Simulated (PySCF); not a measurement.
Question: What does the PBE0-D3(BJ)/def2-SVP structure of `C=[CH][Sn]([CH]=C)([CH]=C)[N]=C=O` (Sn(vinyl)3(NCO)) look like in three dimensions?

Answer: 
```
atom  x, y, z in Å
Sn1    0.2563    0.4140    0.1634
C2    -0.1355    0.3346    2.2578
C3    -0.9021   -0.6154    2.7981
H4     0.3021    1.1045    2.9050
H5    -1.3646   -1.4062    2.1969
H6    -1.1061   -0.6476    3.8751
C7     2.2907    0.1002   -0.3835
C8     2.6646   -0.9829   -1.0690
H9     3.0414    0.8484   -0.1018
H10    1.9460   -1.7522   -1.3733
H11    3.7088   -1.1486   -1.3595
C12   -0.6957    2.0358   -0.8364
C13   -1.6282    1.8250   -1.7692
H14   -0.4145    3.0629   -0.5742
H15   -1.9386    0.8149   -2.0595
H16   -2.1259    2.6545   -2.2857
N17   -0.6846   -1.2237   -0.6060
C18   -1.3270   -2.2229   -0.7575
O19   -1.9498   -3.2020   -0.9361
```

Orientation and origin are arbitrary. Atoms count from 1 in this order. All 3 C–Sn bonds measure 2.130 to 2.132 Å. Sn1 (tin bonded to 3 C and N) is distorted tetrahedral (angles from 103.0° to 115.0°). Of the pairs four or more bonds apart, H10···N17 is among the closest relative to their van der Waals radii: 2.79 Å, 101 % of the sum of Bondi's values. All 3 C–C bonds measure 1.335 to 1.336 Å.

Bonds between heavy atoms (Å): Sn1–C2 2.132, Sn1–C7 2.130, Sn1–C12 2.130, Sn1–N17 2.039, C2–C3 1.335, C7–C8 1.335, C12–C13 1.336, N17–C18 1.198, C18–O19 1.174.

Level of theory: PBE0-D3(BJ)/def2-SVP geometry optimisation, gas phase, def2 core potentials past Kr in PySCF 2.14.0.

Point group: near Cs, missed by 0.14 Å at most; the miss may be what the optimiser left on a soft mode. No PBE0-D3(BJ)/def2-SVP frequencies stand behind this structure, so it isn't proved a minimum. One conformer, not necessarily the lowest (C7–Sn1–C2–C3 -115°, C2–Sn1–C7–C8 113°, C2–Sn1–C12–C13 -116°, C2–Sn1–N17–C18 3°, Sn1–C2–C3–H 0° and 180°).
